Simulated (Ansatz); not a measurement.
Gas-phase electronic energies from Ansatz, PBE0-D4/def2-TZVP geometries. CCSD(T)/CBS adds triple-zeta CCSD(T) − MP2 to the extrapolated MP2 energy (def2 sets, frozen cores). Each species was taken in one conformer, which may not be the lowest.

`O[SiH]([SiH3])CCl` → `[SiH3]CO[SiH2]Cl`  (isomerisation)

`O[SiH]([SiH3])CCl`:

Z-matrix (Å, degrees):
```
Si
Si 1 2.342
C 1 1.887 2 110.9
O 1 1.647 2 107.2 3 119.6
H 1 1.491 2 111.3 3 -117.9
H 2 1.489 1 109.0 3 60.2
H 2 1.488 1 110.6 3 -59.0
H 2 1.486 1 110.9 3 179.8
Cl 3 1.793 1 107.9 2 172.2
H 3 1.090 1 112.7 2 54.2
H 3 1.091 1 112.6 2 -69.3
H 4 0.961 1 115.7 2 -171.5
```

`[SiH3]CO[SiH2]Cl`:

Z-matrix (Å, degrees):
```
Si
C 1 1.890
H 1 1.485 2 109.8
H 1 1.488 2 108.4 3 -119.6
H 1 1.484 2 109.9 3 120.7
O 2 1.425 1 108.9 3 -60.6
H 2 1.098 1 109.9 3 61.0
H 2 1.097 1 110.1 3 178.5
Si 6 1.630 2 123.3 1 172.3
Cl 9 2.056 6 110.8 2 62.3
H 9 1.474 6 106.8 2 -179.3
H 9 1.482 6 111.0 2 -55.3
```

```json
{"level": "SCS-MP2/def2-TZVPP", "ΔE (kcal/mol)": "-18.8"}
{"level": "HF/def2-QZVPP", "ΔE (kcal/mol)": "-22.7"}
```

(1) What does CCSD(T)/CBS give? (Estimate.)

Largest T1 diagnostic among the species: 0.011.

## Answers

(1) Computed: -16.2 kcal/mol. The listed levels differ from it by -2.6, -6.5 kcal/mol.

From PBE to PBE0 (25 % exact exchange), in def2-TZVPP and without D4, ΔE moves by −1.3 kcal/mol. In def2-TZVPP, CCSD(T) changes the Hartree–Fock value by +5.7 kcal/mol (the triples alone add +0.8 kcal/mol) and MP2 by +4.6 kcal/mol.
